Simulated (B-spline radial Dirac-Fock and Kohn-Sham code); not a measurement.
## K-line shifts caused by a second vacancy in Ni²⁺

System: nickel as Ni²⁺, [Ar] 3d8.

Input file task.json (cfg lists n, l and occupation; rrms is the nuclear radius in fm):

```json
{"items": [{
  "Z": 28,
  "q": 2,
  "cfg": [[1, 0, 2], [2, 0, 2], [2, 1, 6], [3, 0, 2], [3, 1, 6], [3, 2, 8]],
  "A": 58,
  "rrms": 3.7757,
  "do": ["binding", "quiet", "double"]
}]}
```

Run with: `python xray_run.py task.json out`

The computed values come from a radial B-spline solver: multi-electron Dirac-Fock with separately optimised hole states, Breit and Lamb-shift corrections added in first order. Each two-hole energy is an average over J within one jj subconfiguration, not an observable level; in light atoms, where LS coupling holds, the j-resolved values are not observed lines, and for a K spectator the Kα1 hypersatellite is nearly forbidden. No correlation.

Lines without a spectator: Kα2 (K-L2) 7459.8 eV, Kα1 (K-L3) 7476.9 eV, Kβ3 (K-M2) 8261.2 eV, Kβ1 (K-M3) 8263.4 eV. Shifts in eV with one spectator hole (a dash: not computed, or left out as unreliable):

| spectator hole | Kα2 | Kα1 | Kβ3 | Kβ1 |
| --- | --- | --- | --- | --- |
| K (1s) | +295.6 | +298.3 | +368.4 | +368.8 |
| L2 (2p1/2) | +27.90 | +34.1 | – | +75.5 |
| L3 (2p3/2) | +31.5 | +30.3 | +72.7 | – |
| M2 (3p1/2) | – | +2.56 | +5.11 | +6.80 |
| M3 (3p3/2) | +2.32 | – | +6.37 | +5.92 |

With n spectator holes in 2p, averaged over the 2p shell (energies in eV):

```
n    KαLⁿ   step  hypersatellite KαʰLⁿ
0  7471.2      –                7768.5
1  7502.7  +31.5                7801.2
2  7535.2  +32.5                7834.8
3  7568.7  +33.5                7869.5
4  7603.3  +34.6                7905.3
5  7639.0  +35.7                7942.3
```
